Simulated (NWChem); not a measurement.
System meant: silene (CH4Si); SMILES C=[SiH2]

Input file for NWChem:

```
start job
memory heap 200 mb stack 900 mb global 1100 mb
geometry units angstroms noautosym nocenter noautoz
  C      0.000000     0.000000     1.152025
  Si     0.000000     0.000000    -0.546635
  H      0.000000     0.917629     1.728730
  H      0.000000    -0.917629     1.728730
  H      0.000000    -1.244778    -1.344625
  H      0.000000     1.244778    -1.344625
end
basis spherical
  * library def2-svp
end
dft
  xc m06-2x
  iterations 150
end
property
  shielding 4 1 2 3 5
end
task dft property
```

End of the output:

```
 Vector   15  Occ=0.000000D+00  E= 9.372980D-02
              MO Center=  3.1D-11, -2.9D-10, -8.7D-02, r^2= 5.1D+00
   Bfn.  Coefficient  Atom+Function         Bfn.  Coefficient  Atom+Function
  ----- ------------  ---------------      ----- ------------  ---------------
     3      2.400531  1 C  s                 27     -1.688254  2 Si pz
    18     -0.747112  2 Si s                 34     -0.663676  3 H  s
    39     -0.663676  4 H  s                 44     -0.512784  5 H  s
    49     -0.512784  6 H  s                  9     -0.279335  1 C  pz
    17      0.257223  2 Si s                  2      0.115933  1 C  s

 center of mass
 --------------
 x =   0.00000000 y =   0.00000000 z =  -0.02982838

 moments of inertia (a.u.)
 ------------------
         138.426333539381           0.000000000000           0.000000000000
           0.000000000000         121.212169024369           0.000000000000
           0.000000000000           0.000000000000          17.214164515012

     Multipole analysis of the density
     ---------------------------------

     L   x y z        total         alpha         beta         nuclear
     -   - - -        -----         -----         ----         -------
     0   0 0 0     -0.000000    -12.000000    -12.000000     24.000000

     1   1 0 0      0.000000      0.000000      0.000000      0.000000
     1   0 1 0     -0.000000     -0.000000     -0.000000      0.000000
     1   0 0 1     -0.284413     -0.168162     -0.168162      0.051911

     2   2 0 0    -16.764193     -8.382097     -8.382097      0.000000
     2   1 1 0      0.000000      0.000000      0.000000      0.000000
     2   1 0 1     -0.000000     -0.000000     -0.000000      0.000000
     2   0 2 0    -15.290215    -16.185362    -16.185362     17.080510
     2   0 1 1      0.000000      0.000000      0.000000      0.000000
     2   0 0 2    -15.037604    -46.335119    -46.335119     77.632634

          -----------------------------------------
          Chemical Shielding Tensors (GIAO, in ppm)
          -----------------------------------------

 ------------------------------------------------------------------------
  xm06: d2 not coded                    0
 ------------------------------------------------------------------------
 ------------------------------------------------------------------------
  current input line :
    21: task dft property
 ------------------------------------------------------------------------
 ------------------------------------------------------------------------
 This error has not yet been assigned to a category
 ------------------------------------------------------------------------
 For more information see the NWChem manual at https://nwchemgit.github.io

0: xm06: d2 not coded:Received an Error in Communication
```

**Question.** Can this run be used? If not, why, and what is the fix?

**Answer.** The run crashed. Cause: this functional's second derivatives, which shieldings need, aren't coded here; the fix takes a hybrid GGA instead. This input runs:
```
start job
memory heap 200 mb stack 900 mb global 1100 mb
geometry units angstroms noautosym nocenter noautoz
  C      0.000000     0.000000     1.152025
  Si     0.000000     0.000000    -0.546635
  H      0.000000     0.917629     1.728730
  H      0.000000    -0.917629     1.728730
  H      0.000000    -1.244778    -1.344625
  H      0.000000     1.244778    -1.344625
end
basis spherical
  C library def2-svp
  Si library def2-svp
  H library def2-svp
end
dft
  xc pbe0
  iterations 150
end
property
  shielding 4 1 2 3 5
end
task dft property
```
It converges to -329.63879 Ha (PBE0/def2-SVP, GIAO).
